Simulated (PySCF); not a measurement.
F4Ge, SMILES [F][Ge-]([F])([F])[F] (connectivity only; charge and spin as stated), charge -1, multiplicity 2. Atoms are numbered in the order given.

```xyz
5

Ge     0.0000     0.0000    -0.2025
F      0.0000     0.0000     1.5917
F      1.6119    -0.9306    -0.2906
F      0.0000     1.8613    -0.2906
F     -1.6119    -0.9306    -0.2906
```
Charge -1, spin multiplicity 2.

Coordinates come from a B3LYP-D3(BJ)/def2-SVPD optimisation.

These are PBE/def2-SVPD in PySCF values and carry that method's errors.

Mulliken values depend strongly on the basis, most of all with diffuse functions as here. ESP charges are fitted to the potential on shells at 1.4 to 2.0 van der Waals radii. Atomic charges (e):

```
atom     ESP fit  Mulliken  meta-Löwdin  Mulliken spin
----  ----------  --------  -----------  -------------
Ge1   (withheld)      1.48         1.18           1.01
F2    (withheld)     -0.68        -0.54          -0.02
F3    (withheld)     -0.60        -0.55           0.00
F4    (withheld)     -0.60        -0.55           0.00
F5    (withheld)     -0.60        -0.55           0.00
```

Problem. Fill in the missing entries. (Estimate from the structure and the level; the computed values follow.)

Solution. 
- Ge1, ESP fit: 0.44
- F2, ESP fit: -0.29
- F3, ESP fit: -0.38
- F4, ESP fit: -0.38
- F5, ESP fit: -0.38
